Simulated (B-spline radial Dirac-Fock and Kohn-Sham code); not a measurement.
## Pb⁴⁺ 3p1/2: cross section and angular parameters

System: Pb⁴⁺, 1s2 2s2 2p6 3s2 3p6 3d10 4s2 4p6 4d10 4f14 5s2 5p6 5d10; threshold 3593.6 eV (orbital energy of the model). The computed values come from a radial finite-basis atomic code: Dirac-Hartree-Slater photoionisation with a Latter tail; cross sections with all multipoles, angular parameters from the dipole term and its interference with E2.

For linearly polarised light dσ/dΩ = σ/(4π) [1 + β P₂(cos θ) + (δ + γ cos²θ) sin θ cos φ], with θ from the polarisation vector and φ the angle between the beam and the projection of the electron momentum on the plane normal to the polarisation.

```
hν (eV)  σ (kb)      β      γ      δ
 5414.7    18.0  1.499  0.132  0.012
   5820       ?      ?      ?      ?
 9251.7    6.87  1.591  0.151  0.002
  11600    4.32  1.574  0.413  0.008
  12000    4.01  1.570  0.461  0.009
  12300    3.81  1.567  0.496  0.010
```

Task: Give the values at 5820 eV.

Result: σ = 16.1 kb, β = 1.532, γ = 0.062, δ = 0.005.
